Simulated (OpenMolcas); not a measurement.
A run on Co3+ with 6 ligands (chloride) in octahedral coordination (Oh) at 2.22 Å. A charge of +0.5 e stands 3.2 Å behind each ligand. Ligand basis ANO-RCC-VDZP.

```json
{
 "Program": "OpenMolcas 26.06",
 "Method": "SS-CASPT2, IPEA 0.25 Eh, imaginary shift 0.1 Eh (closed shells correlated: 3s 3p and the ligand valence shells)",
 "Basis": "ANO-RCC-VTZP [6s5p3d2f1g]",
 "Scalar Hamiltonian": "DKH2, point nucleus",
 "Active space": "6 electrons in 5 orbitals (3d)",
 "State averaging": "2S+1 = 5 even, 5 roots; 2S+1 = 3 even, 45 roots; 2S+1 = 1 even, 50 roots",
 "Spin-orbit coupling": "RASSI with atomic mean-field integrals over the reference wave functions"
}
```

First CASPT2 step and the start of its output:

```
&CASPT2
Multistate=5 1 2 3 4 5
NoMult
Frozen=17 18
IPEA=0.25
Imaginary=0.1
MaxIter=60
WThr=0.0 0.3 0.05
PrWF=0.5
NoMix
```

```
--- CASPT2 ---
Orbital specifications:
      -----------------------

      Symmetry species                           1   2
                                                ag  au
      Frozen orbitals                           17  18
      Inactive orbitals                         13  15
      Active orbitals                            5   0
      Secondary orbitals                        49  50
      Deleted orbitals                           0   0
      Number of basis functions                 84  83
Type of calculation                        SS-CASPT2
      Fock operator                              state-specific
      IPEA shift                                 0.25
      Real shift                                 0.00
      Imaginary shift                            0.10
      The input orbitals will be transformed to quasi-canonical
Reference energy:       -4158.2854311728
      E2 (Non-variational):      -1.5410910401
      Shift correction:          -0.0027964005
      E2 (Variational):          -1.5438874406
      Total energy:           -4159.8293186135
      Residual norm:              0.0000003649
      Reference weight:           0.64933
      Contributions to the CASPT2 correlation energy
      Active & Virtual Only:         -0.1184908591
      One Inactive Excited:          -0.3184525008
      Two Inactive Excited:          -1.1041476802
Reference energy:       -4158.2854311728
      E2 (Non-variational):      -1.5410907445
      Shift correction:          -0.0027964081
      E2 (Variational):          -1.5438871526
      Total energy:           -4159.8293183254
      Residual norm:              0.0000003673
      Reference weight:           0.64933
      Contributions to the CASPT2 correlation energy
      Active & Virtual Only:         -0.1184900636
...
```

Over all roots the printed reference weights run from 0.32 to 0.65, and roots that are degenerate in the reference spread by up to 13000 cm-1.

Problem. Did the run give usable levels, and if not, why?

Solution. No. The equations converged, but the reference weight falls to 0.32 for at least one root against 0.65 for the best. A drop of that size marks an intruder state, so the energies of such roots and the levels built on them can't be trusted.
